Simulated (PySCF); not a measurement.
C4H7InO, singlet, at a GFN2-xTB geometry (such geometries of metal compounds can be far from the true shape) (core potentials on In).

Here is a job for PySCF.
```python
from pyscf import gto, scf, dft

mol = gto.Mole()
mol.atom = '''
    In    0.056588    0.121989    0.272484
    C    -0.059835    1.684332   -1.296683
    C    -0.318932    1.470092   -2.571672
    H     0.118701    2.684393   -0.915659
    H    -0.364407    2.278728   -3.293756
    H    -0.499817    0.481413   -2.970014
    C    -0.139059   -2.103155    0.433938
    C    -0.352282   -2.913894   -0.583743
    H    -0.041199   -2.501681    1.441864
    H    -0.436998   -3.988149   -0.457476
    H    -0.454345   -2.557043   -1.597338
    O     0.447253    1.030050    1.969429
    H     0.547892    0.560252    2.794198
'''
mol.basis = 'def2-sv(p)'
mol.ecp = {'In': 'def2-sv(p)'}
mol.charge = 0
mol.spin = 0
mol.verbose = 4
mol.max_memory = 1800
mol.build()

mf = dft.RKS(mol)
mf.xc = 'b3lyp'
mf = mf.density_fit(auxbasis='def2-universal-jkfit')
mf.kernel()
```

Question: What is the computed total energy (PySCF with DF-B3LYP/def2-SV(P))?

Answer: -421.7939 Eh

Question: Give the HOMO energy at the level DF-B3LYP/def2-SV(P).

Answer: -7.00 eV

Question: What is the computed number of basis functions (DF-B3LYP/def2-SV(P))?

Answer: 110

Question: What nuclear repulsion energy does DF-B3LYP/def2-SV(P) give?

Answer: 292.3378 Eh

Question: Give the Mulliken (on the basis functions themselves) charges in atom order at the level DF-B3LYP/def2-SV(P).

Answer: In1 0.57, C2 -0.23, C3 -0.19, H4 0.11, H5 0.10, H6 0.10, C7 -0.24, C8 -0.19, H9 0.10, H10 0.10, H11 0.10, O12 -0.64, H13 0.31

Question: Roughly what does it cost on one core?

Answer: roughly 17 core-seconds.
